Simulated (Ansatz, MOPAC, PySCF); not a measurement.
Torsion H3–O1–O2–H4 in H2O2 (SMILES OO); at each angle all else is relaxed with GFN2-xTB, and the levels are single points there.
Geometry at 120° (charge 0, multiplicity 1):
```xyz
4

O     -0.6519     0.3871     0.2734
O      0.6493     0.3796    -0.2761
H     -1.0838    -0.3720    -0.1431
H      0.7189     1.2374    -0.7184
```
Energies count from the point at 120°.

Correlated levels freeze the cores. CBS: X⁻³ extrapolation of the correlation energy, Hartree–Fock from the larger set. Rows in 6-311+G** carry no dispersion term and start afresh at each structure. The state that PM3 reach isn't checked.

Codes used: Ansatz (Gaussian orbitals); MOPAC for PM3 (differences of heats of formation); PySCF for 6-311+G** rows, the dispersion terms. 

Energies in meV.

```json
[
 {"dihedral (°)": "0", "PM3": "245.5", "BLYP-D3(BJ)/def2-TZVPP": "297.2", "B3LYP/6-311+G**": "357.3", "B3LYP-D3(BJ)/def2-TZVPP": "304.4", "wB97M-V/def2-TZVPP": "305.4", "CCSD(T)/CBS(cc-pVTZ, cc-pVQZ)": "297.8"},
 {"dihedral (°)": "20", "PM3": "230.6", "BLYP-D3(BJ)/def2-TZVPP": "268.6", "B3LYP/6-311+G**": "324.3", "B3LYP-D3(BJ)/def2-TZVPP": "274.9", "wB97M-V/def2-TZVPP": "275.3", "CCSD(T)/CBS(cc-pVTZ, cc-pVQZ)": "269.0"},
 {"dihedral (°)": "40", "PM3": "192.0", "BLYP-D3(BJ)/def2-TZVPP": "196.4", "B3LYP/6-311+G**": "242.9", "B3LYP-D3(BJ)/def2-TZVPP": "200.6", "wB97M-V/def2-TZVPP": "199.8", "CCSD(T)/CBS(cc-pVTZ, cc-pVQZ)": "195.9"},
 {"dihedral (°)": "60", "PM3": "141.4", "BLYP-D3(BJ)/def2-TZVPP": "111.7", "B3LYP/6-311+G**": "147.1", "B3LYP-D3(BJ)/def2-TZVPP": "113.5", "wB97M-V/def2-TZVPP": "111.8", "CCSD(T)/CBS(cc-pVTZ, cc-pVQZ)": "109.2"},
 {"dihedral (°)": "80", "PM3": "89.1", "BLYP-D3(BJ)/def2-TZVPP": "43.6", "B3LYP/6-311+G**": "66.2", "B3LYP-D3(BJ)/def2-TZVPP": "43.8", "wB97M-V/def2-TZVPP": "41.9", "CCSD(T)/CBS(cc-pVTZ, cc-pVQZ)": "39.3"},
 {"dihedral (°)": "100", "PM3": "41.5", "BLYP-D3(BJ)/def2-TZVPP": "6.4", "B3LYP/6-311+G**": "15.9", "B3LYP-D3(BJ)/def2-TZVPP": "6.2", "wB97M-V/def2-TZVPP": "4.9", "CCSD(T)/CBS(cc-pVTZ, cc-pVQZ)": "3.2"},
 {"dihedral (°)": "120", "PM3": "0.0", "BLYP-D3(BJ)/def2-TZVPP": "0.0", "B3LYP/6-311+G**": "0.0", "B3LYP-D3(BJ)/def2-TZVPP": "0.0", "wB97M-V/def2-TZVPP": "0.0", "CCSD(T)/CBS(cc-pVTZ, cc-pVQZ)": "0.0"},
 {"dihedral (°)": "140", "PM3": "-34.5", "BLYP-D3(BJ)/def2-TZVPP": "13.2", "B3LYP/6-311+G**": "8.6", "B3LYP-D3(BJ)/def2-TZVPP": "13.6", "wB97M-V/def2-TZVPP": "15.2", "CCSD(T)/CBS(cc-pVTZ, cc-pVQZ)": "15.8"},
 {"dihedral (°)": "160", "PM3": "-57.8", "BLYP-D3(BJ)/def2-TZVPP": "30.3", "B3LYP/6-311+G**": "24.5", "B3LYP-D3(BJ)/def2-TZVPP": "30.8", "wB97M-V/def2-TZVPP": "33.6", "CCSD(T)/CBS(cc-pVTZ, cc-pVQZ)": "33.8"},
 {"dihedral (°)": "180", "PM3": "-66.0", "BLYP-D3(BJ)/def2-TZVPP": "37.8", "B3LYP/6-311+G**": "32.1", "B3LYP-D3(BJ)/def2-TZVPP": "38.3", "wB97M-V/def2-TZVPP": "41.5", "CCSD(T)/CBS(cc-pVTZ, cc-pVQZ)": "41.4"}
]
```

Ansatz is a quantum-chemistry and plane-wave program.
